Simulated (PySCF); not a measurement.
**Two-component Hartree-Fock for Tc³⁺ (technetium, charge +3)**

Start: [Kr] 4d4; 4d5/2 filled at m_j = -1/2, +1/2, +3/2, +5/2. Calculated with PySCF 2.14 in x2c-TZVPall-2c with one added diffuse shell each of s, p, d type (9s10p8d1f, 86 functions): generalised Hartree-Fock with the X2C-1e Hamiltonian and a Gaussian nucleus; one run each with spin-orbit coupling (SO) switched off, then screened by Boettger's factors. This is a chosen level, not necessarily the ground level.

| spinor shell | electrons | ε, spin-free (eV) | ε, screened SO (eV) | weight of nominal j (screened SO) | rms radius, screened SO (bohr) |
| --- | --- | --- | --- | --- | --- |
| 1s1/2 | 2 | -21191.1 | -21189.9 | 1.000 | 0.0394 |
| 2s1/2 | 2 | -3127.7 | -3127.4 | 1.000 | 0.162 |
| 2p1/2 | 2 | -2795.9 | -2877.6 | 1.000 | 0.141 |
| 2p3/2 | 4 | -2795.9 | -2757.8 | 1.000 | 0.145 |
| 3s1/2 | 2 | -603.84 | -603.78 | 1.000 | 0.442 |
| 3p1/2 | 2 | -491.99 | -506.20 | 1.000 | 0.439 |
| 3p3/2 | 4 | -491.99 | -485.35 | 1.000 | 0.450 |
| 3d3/2 | 4 | -311.02 | -313.41 | 0.969 | 0.433 |
| 3d5/2 | 6 | -311.02 | -309.39 | 0.979 | 0.436 |
| 4s1/2 | 2 | -119.99 | -119.99 | 1.000 | 1.13 |
| 4p1/2 | 2 | -86.085 | -90.548 | 0.693 | 1.24 |
| 4p3/2 | 4 | -86.085 | -83.944 | 0.846 | 1.25 |
| 4d5/2 | 4 | -43.109 | -43.078 | 0.662 | 1.62 |

```json
{"quantity": "E (hartree)", "spin-free": "-4280.98452", "screened SO": "-4281.53419"}
{"quantity": "M_J", "spin-free": "4", "screened SO": "4"}
{"quantity": "⟨J²⟩", "spin-free": "20.005", "screened SO": "20.007"}
{"quantity": "⟨L²⟩", "spin-free": "6.004", "screened SO": "6.071"}
{"quantity": "⟨S²⟩", "spin-free": "6.001", "screened SO": "5.974"}
```

Each row is a mean over spinors that exchange with the open shell spreads, by up to 9.946 eV (4p3/2).

Rows whose weight is well below 1 are mixtures of j = l ± 1/2: exchange outweighs spin-orbit coupling there, and the label is only the starting occupation.

Breit and QED terms are absent; they matter most for the inner s and p1/2 levels.

Densities and radii are taken from the X2C orbitals without a picture-change correction, which distorts them close to the nucleus.

Without spin-orbit coupling the j labels of p, d and f shells carry no meaning; the spin-free column gives the mean over the occupied spinors of each nl shell.
